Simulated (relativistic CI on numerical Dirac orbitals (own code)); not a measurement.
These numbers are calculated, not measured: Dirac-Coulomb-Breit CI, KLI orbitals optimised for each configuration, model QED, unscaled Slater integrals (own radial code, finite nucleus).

Configurations in the expansion (outside the closed core [Ne]): 3s²3p⁶3d⁷, 3s²3p⁵3d⁸, 3s²3p⁴3d⁹, 3s3p⁶3d⁸, 3p⁶3d⁹, 3s3p⁵3d⁹, 3s²3p⁶3d⁶4s, 3s²3p⁶3d⁶4p, 3s²3p⁴3d⁸4s, 3s²3p⁶3d⁶4d, 3s²3p⁴3d⁸4p, 3s²3p⁵3d⁷4s, 3s²3p⁶3d⁶4f, 3s²3p⁴3d⁸4d, 3s3p⁵3d⁸4s, 3s²3p⁵3d⁷4p, 3s3p⁵3d⁸4p, 3s²3p⁵3d⁷4d, 3s²3p⁶3d⁵4s², 3s3p⁵3d⁸4d, 3s3p⁶3d⁷4s, 3p⁶3d⁸4s, 3s²3p⁶3d⁵4s4p, 3s²3p⁵3d⁷4f, 3s²3p⁶3d⁶5s, 3p⁶3d⁸4p, 3s3p⁶3d⁷4p, 3s²3p⁶3d⁵4p², 3s²3p⁶3d⁶5p, 3s²3p⁵3d⁶4s², 3p⁶3d⁸4d, 3s²3p⁶3d⁶5d, 3s²3p⁶3d⁶5f, 3s3p⁶3d⁶4s², 3s²3p⁵3d⁷5s, 3s²3p⁶3d⁶6s. Levels of other configurations are missing.

At this charge energies of transitions that change n are usually good to better than 1 %, and those within a shell (Δn = 0) to a few per cent.

Outline of the computed level scheme of Tl LVII. Lowest level of each configuration: 3s²3p⁶3d⁷ ⁴F9/2 at 0.000 eV; 3s²3p⁵3d⁸ ⁴G°11/2 at 490.872 eV.

Some strong electric-dipole decays among the lowest 45 levels: 3s²3p⁵3d⁸ ⁴D°7/2 → 3s²3p⁶3d⁷ ⁴F9/2 (2.9e+12 s⁻¹); 3s²3p⁵3d⁸ ²G°7/2 → 3s²3p⁶3d⁷ ⁴F9/2 (2.4e+12 s⁻¹); 3s²3p⁵3d⁸ ⁴S°3/2 → 3s²3p⁶3d⁷ ⁴P5/2 (2.4e+12 s⁻¹); 3s²3p⁵3d⁸ ²G°9/2 → 3s²3p⁶3d⁷ ²H11/2 (2.2e+12 s⁻¹); 3s²3p⁵3d⁸ ²P°3/2 → 3s²3p⁶3d⁷ ²D5/2 (2.1e+12 s⁻¹); 3s²3p⁵3d⁸ ²P°1/2 → 3s²3p⁶3d⁷ ²P3/2 (1.8e+12 s⁻¹); 3s²3p⁵3d⁸ ⁴D°5/2 → 3s²3p⁶3d⁷ ⁴F7/2 (1.6e+12 s⁻¹); 3s²3p⁵3d⁸ ²G°7/2 → 3s²3p⁶3d⁷ ²H9/2 (1.5e+12 s⁻¹).

LS names give the leading component of a level, which can be under half, so a name can repeat, a term be missing and a line seem to break the LS rules.
